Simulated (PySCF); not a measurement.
## Excitation energy of Sb by level of theory

Sb [Kr] 4d10 5s2 5p3 (4S) → Sb [Kr] 4d10 5s1 5p3 6s1 (6S), as a difference of total energies. Computed with PySCF 2.14 in aug-cc-pVDZ-PP with ECP28MDF, with scalar relativity through the core potential. Correlated levels: valence: 4s2 4p6 4d10 frozen. The calculations carry no spin-orbit coupling.

| method | excitation energy (eV) |
| --- | --- |
| UHF | 9.820 |
| LDA | 12.412 |
| PBE | 12.112 |
| PBE0 | 11.819 |
| r2SCAN | 11.754 |
| M06 | 12.675 |
| M06-L | 12.398 |
| BLYP | 12.503 |
| r2SCAN0 | 11.563 |
| MP2 (valence) | 10.589 |
| SCS-MP2 (valence) | 10.889 |

Question: How much does correlation contribute at MP2 (valence)?

Answer: 10.589 − (9.820) = 0.769 eV, measured against UHF.

The upper state lies above the first ionisation limit, but in LS coupling its spin forbids autoionisation to the ground ion; at this Z spin-orbit coupling breaks that rule. A Rydberg-like electron needs more diffuse functions than a valence basis has.

The promoted electron is Rydberg-like, and one or two diffuse shells describe it only roughly, which tends to raise the upper state.
